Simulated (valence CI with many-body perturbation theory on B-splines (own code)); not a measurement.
Sensitivity of CI+MBPT for Zn25+

Computed by configuration interaction combined with many-body perturbation theory (CI+MBPT): three valence electrons over a frozen Dirac-Fock core [He], radial functions for each j: 6 s, 6 p, 5 d, 3 f, 1 g, with the one-electron correlation potential Σ1, the two-electron term Σ2, the three-electron term Σ3, Breit, model QED; selected CI, second order for the rest, scaled by the run's own slope (own B-spline code, finite nucleus).

No measured levels were compared; by estimate levels of excited configurations hold to 0.05 to 0.15 % of their energy, terms of the ground configuration to about 0.5 %.

The reference run has the lowest level 2s²2p ²P°_1/2 and an ionisation energy of 2492.04 eV. Its largest variational space holds 4317 state functions.

Names give the largest LS component (configuration and term), which can be under half, so a name can repeat, a term be missing and a line seem to break the LS rules; names also repeat where a configuration has a term twice.

Changed runs:
A. three-electron term on → off; highest l with Σ1, explicit Σ2 and valence Breit (higher l get mean screening factors) 3 → 2
B. natural orbitals for correlation on → off
C. cutoff of virtual states (hartree) 1800 → 2640
D. highest l in the core sums 6 → 2 (bad on purpose)

Excitation energies of the reference run in cm⁻¹, and shifts in cm⁻¹:

| Level | Reference | A | B | C | D |
| --- | --- | --- | --- | --- | --- |
| 2s²2p ²P°_3/2 | 221971 | +2.4 | -65 | +5.9 | +19 |
| 2s2p² ⁴P_1/2 | 513482 | -87 | -2071 | +10 | -411 |
| 2s2p² ⁴P_3/2 | 632212 | -124 | -2585 | +14 | -394 |
| 2s2p² ⁴P_5/2 | 719067 | -82 | -2037 | +15 | -388 |
| 2s2p² ²D_3/2 | 964665 | +258 | +2738 | +14 | -393 |
| 2s2p² ²D_5/2 | 1032580 | +195 | +1844 | +17 | -379 |
| 2s2p² ²P_1/2 | 1069680 | +429 | +3918 | +12 | -399 |
| 2s2p² ²S_1/2 | 1306460 | +459 | +4007 | +19 | -372 |
| 2s2p² ²P_3/2 | 1319230 | +414 | +4093 | +18 | -374 |
| 2p³ ⁴S°_3/2 | 1606790 | +310 | +201 | +27 | -815 |
| 2p³ ²D°_3/2 | 1792890 | +318 | +2987 | +29 | -809 |
| 2p³ ²D°_5/2 | 1852250 | +316 | +3559 | +31 | -806 |
| Ionisation energy (eV) | 2492.04 | +0.034 | -0.44 | +0.005 | +0.05 |
